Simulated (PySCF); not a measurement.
In(NHMe)(OH)2 (CH6InNO2), SMILES [OH][In]([NH]C)[OH]. Geometry optimised at B3LYP-D3(BJ)/def2-SVP. The structure was generated by enumeration; whether it is a known compound was not checked. The def2 effective core potentials stand for the cores of In; spin–orbit coupling is left out. One conformer was computed; it need not be the lowest.

Task: Give the equilibrium geometry at B3LYP-D3(BJ)/def2-SVP (PySCF confirms it by a frequency run) as bond lengths and angles. (An estimate is asked for; the answer gives what the named calculation found.)

Result: One answer among several that fit: 
Atoms: In1 N2 C3 H4 H5 H6 H7 O8 H9 O10 H11. Bonded distances (Å): In1–N2 2.033, In1–O8 2.004, In1–O10 2.012, N2–C3 1.454, N2–H4 1.017, C3–H5 1.109, C3–H6 1.106, C3–H7 1.101, O8–H9 0.968, O10–H11 0.967. Angles (°): N2–In1–O8 119.2, N2–In1–O10 125.8, O8–In1–O10 114.7, In1–N2–C3 123.1, In1–N2–H4 115.8, C3–N2–H4 112.7, N2–C3–H5 114.6, N2–C3–H6 110.8, N2–C3–H7 110.2, H5–C3–H6 107.2, H5–C3–H7 107.0, H6–C3–H7 106.7, In1–O8–H9 110.5, In1–O10–H11 112.0.
Charge 0, spin multiplicity 1.
